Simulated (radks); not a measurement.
The numbers below are computed, except where a source is named.
Question: Neutral tin is in [Kr] 4d10 5s2 5p2. Level of theory: scalar-relativistic Kohn-Sham, PBE, spin-polarised, spherical densities, finite nucleus; Fermi nuclear charge, rms radius of each element as measured or else 0.836 A^(1/3) + 0.57 fm (a radial shooting solver on a logarithmic mesh with Libxc functionals). Open shells are filled with parallel spins first. One electron is removed from 5p, 5s, 4d, 4p in turn, with full relaxation. Which removal costs least, and what does each cost?

Answer: 5p 7.309 eV; 5s 13.423 eV; 4d 32.222 eV; 4p 97.038 eV. The 5p electron leaves first.
